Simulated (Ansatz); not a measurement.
Input and output for C2H6BGaO, SMILES `[BH]1CO[CH2][GaH]1`.

```yaml
crystal:
  periodic: [false, false, false]
  atoms:
    - {symbol: B, position_ang: [-1.355009, -0.495339, 0.216422]}
    - {symbol: C, position_ang: [-0.098792, -0.816833, 0.977546]}
    - {symbol: O, position_ang: [1.140979, -0.384432, 0.686883]}
    - {symbol: C, position_ang: [1.274311, 0.452129, -0.485144]}
    - {symbol: Ga, position_ang: [-0.559004, 0.670368, -1.283131]}
    - {symbol: H, position_ang: [-2.387732, -0.951070, 0.595276]}
    - {symbol: H, position_ang: [-0.866317, 0.182248, 1.331264]}
    - {symbol: H, position_ang: [-0.053428, -1.456818, 1.859920]}
    - {symbol: H, position_ang: [1.999743, -0.040674, -1.140118]}
    - {symbol: H, position_ang: [1.735028, 1.388065, -0.152372]}
    - {symbol: H, position_ang: [-0.829768, 1.452346, -2.606555]}
basis:
  gaussian: {orbitals: "6-31G*", final_grid: {core_spheres: 8, valence_spheres: 7, degree: 23}}
magnetization: {spin_polarized: true, initial_magnetization: 2}
hamiltonian: {xc: {name: B97M-V}}
output: {forces: true}
```

```sh
$ ansatz run in.yaml --threads 4 --pin off --events-out ev --progress --plain --max-ram 10444MiB
```

Output, abridged:

```
Functional definition: B97M-V
1266 factors; their error is unknown
mean field evaluation 1: about -57243.6673 eV, gradient 3.5e1 eV
mean field evaluation 2: about -57221.7167 eV, gradient 7.2e1 eV
mean field evaluation 4: about -57249.6423 eV, gradient 6.7e0 eV
mean field evaluation 8: about -57249.8543 eV, gradient 3.2e-1 eV
mean field evaluation 16: about -57249.7890 eV, gradient 1.9e-3 eV
mean field -57249.78899738 eV, -2103.8909403531 hartree, gradient 4.5e-5 eV, S^2 2.004971; 2 other end points of the search recorded, 0 dependent functions left out
reference -57249.78906233 eV, -2103.8909427400 hartree; 32, 30 occupied and 75, 77 virtual orbitals, 1266 factors
Total energy: -57249.78906233 eV, -2103.8909427400 hartree
Atom 0 at    -1.355009    -0.495339     0.216422 Å, force    -0.469783    -0.782707    -0.054302 eV/Å
Atom 1 at    -0.098792    -0.816833     0.977546 Å, force     0.747559     0.942185     1.093407 eV/Å
Atom 2 at     1.140979    -0.384432     0.686883 Å, force    -0.034240     0.013123    -0.563715 eV/Å
Atom 3 at     1.274311     0.452129    -0.485144 Å, force     1.006495    -0.589423     1.277102 eV/Å
Atom 4 at    -0.559004     0.670368    -1.283131 Å, force    -0.411098     0.542854    -1.462622 eV/Å
Atom 5 at    -2.387732    -0.951070     0.595276 Å, force    -0.296876     0.346550    -0.384583 eV/Å
Atom 6 at    -0.866317     0.182248     1.331264 Å, force     0.520604    -0.455293     0.559514 eV/Å
Atom 7 at    -0.053428    -1.456818     1.859920 Å, force    -0.290127    -0.154306    -0.213022 eV/Å
Atom 8 at     1.999743    -0.040674    -1.140118 Å, force    -0.191170    -0.008864    -0.230285 eV/Å
Atom 9 at     1.735028     1.388065    -0.152372 Å, force    -0.341971     0.169872    -0.099081 eV/Å
Atom 10 at    -0.829768     1.452346    -2.606555 Å, force    -0.239392    -0.023990     0.077587 eV/Å
Dipole moment:     0.241183    -0.080572     0.373944 e Å
```

Run time 3 s (4 threads of an INTEL XEON PLATINUM 8581C on a shared host); peak host memory 0.22 GiB.
